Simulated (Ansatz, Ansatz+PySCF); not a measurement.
```tsv
atom	x (Å)	y (Å)	z (Å)
H	0.0000	0.0000	-1.2138
Cl	0.0000	0.0000	0.0714
```

Basis set: 6-31G (spherical functions). Correlated methods keep 5 orbitals frozen. Charge 0, multiplicity 1.

Computed with Ansatz (development build ahead of 0.2.0); each method stands on the lowest determinant of its kind that the runs found. Restricted open shells among the atoms or ions are ROHF, correlated in semicanonical orbitals with singles.

(1) Give the atomization energy at this shape (free ground-state atoms in the same class of orbitals less the molecule, no zero-point energy) of singlet HCl by PBE0 (unrestricted), RHF-CCSD(T), RHF-MP2, RHF.

Results:

(1)

```json
{"method": "PBE0 (unrestricted)", "atomization energy": "89.80 kcal/mol"}
{"method": "RHF-CCSD(T)", "atomization energy": "77.36 kcal/mol"}
{"method": "RHF-MP2", "atomization energy": "74.63 kcal/mol"}
{"method": "RHF", "atomization energy": "60.31 kcal/mol"}
```

This basis has no polarisation functions and is too small for such energies, which can lie far from measured ones in either direction.
